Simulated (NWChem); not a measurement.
# CsF; SMILES [F][Cs]

Program: NWChem. def2 effective core potentials on Cs; no spin-orbit coupling. Each level has its own optimisation; frequencies are unscaled.

For level PBE/def2-SVP:

- highest harmonic frequency (cm⁻¹) = 367

**Question.** Estimate the same quantities for level CAM-B3LYP/def2-SVP.

**Answer.** 
- highest harmonic frequency (cm⁻¹): 380
